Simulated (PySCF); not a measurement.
CH₃N₂S, charge -1, multiplicity 1.

```xyz
7

N      0.9183    -1.0352     0.8974
C      0.0234    -0.3258     0.2828
N     -1.3185    -0.6789     0.5158
S      0.2622     1.0407    -0.8046
H      1.8381    -0.6608     0.6759
H     -1.4252    -1.6367     0.8337
H     -1.9466    -0.4002    -0.2256
```
Charge -1, spin multiplicity 1.

Coordinates come from a B3LYP-D3(BJ)/def2-SVPD optimisation. The spin state was assumed, not searched. The isomer is the one that the SMILES or the coordinates give; other isomers of the formula were not compared. The values are those of a single conformer.

The numbers are results of HF/pcSseg-1 (PySCF), not measurements. Non-relativistic, no solvent.

**Question.** Give the absolute GIAO shielding of each atom: isotropic value and principal components (ppm). (An estimate is asked for; the answer gives what the named calculation found.)

**Answer.** 
```tsv
atom	σ(iso)	σ11	σ22	σ33	span
N1	25.6	-209.7	112.3	174.1	383.7
C2	-11.4	-154.7	0.5	119.9	274.6
N3	171.8	112.8	124.7	277.9	165.1
S4	543.4	323.3	378.4	928.5	605.3
H5	26.1	21.9	25.1	31.3	9.4
H6	28.9	23.6	26.2	36.9	13.3
H7	29.0	22.8	29.4	34.8	12.0
```
